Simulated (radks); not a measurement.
Q: Radial electron density D(r) = 4 pi r^2 rho(r) of an atom or ion with 22 electrons. Calculated with a radial shooting solver on a logarithmic mesh with Libxc functionals: scalar-relativistic Kohn-Sham, r2SCAN, spin-polarised, spherical densities, finite nucleus; meta-GGA in the generalised Kohn-Sham scheme; Fermi nuclear charge, rms radius of each element as measured or else 0.836 A^(1/3) + 0.57 fm.

r (bohr),D(r) (e/bohr),spin D(r)
0.01027,6.303,0.00127
0.01176,7.720,0.00166
0.01348,9.367,0.00220
0.01544,11.24,0.00295
0.01769,13.33,0.00400
0.02043,15.71,0.00563
0.02341,18.05,0.00790
0.02682,20.36,0.0113
0.03073,22.49,0.0162
0.0352,24.28,0.0236
0.04033,25.54,0.0345
0.0462,26.11,0.0504
0.05294,25.92,0.0730
0.06065,24.99,0.105
0.06948,23.48,0.148
0.07961,21.72,0.204
0.09193,20.08,0.278
0.1053,19.25,0.360
0.1207,19.48,0.449
0.1383,20.85,0.533
0.1584,23.10,0.601
0.1815,25.57,0.636
0.2079,27.40,0.629
0.2382,27.73,0.584
0.2729,26.12,0.530
0.3126,22.66,0.524
0.3611,17.80,0.657
0.4137,13.27,0.997
0.4739,9.888,1.60
0.543,8.244,2.43
0.6221,8.211,3.40
0.7127,9.040,4.30
0.8165,9.766,4.90
0.9355,9.704,5.03
1.072,8.687,4.68
1.228,7.012,3.99
1.407,5.165,3.15
1.625,3.482,2.28
1.861,2.359,1.59
2.133,1.670,1.06
2.443,1.282,0.683
2.799,1.043,0.409
3.207,0.8490,0.210
3.674,0.6562,0.0730
4.209,0.4646,-0.00690
4.823,0.2941,-0.0387
5.525,0.1631,-0.0395
6.381,0.07421,-0.0265
7.311,0.02969,-0.0139
8.376,0.009893,-0.00568
9.596,0.002697,-0.00179
10.99,0.0005902,-0.000433
12.6,0.0001014,-0.0000801

What is the nuclear charge?

A: Z = 22. The innermost maximum, from 1s, lies near gamma/Z bohr with gamma = sqrt(1 - (Z/c)^2) = 0.987, here 0.0449 bohr (found: 0.0477), and its height grows with Z. The density is that of neutral titanium in [Ne] 3s2 3p4 3d4 4s2; the configuration itself is not fixed sharply by these data, and Z only to about a unit. D(r) has 3 maxima, at r = 0.0477, 0.229, 0.871 bohr, and minima at 0.110, 0.579 bohr, inside which lie 2.14, 10.55 electrons.
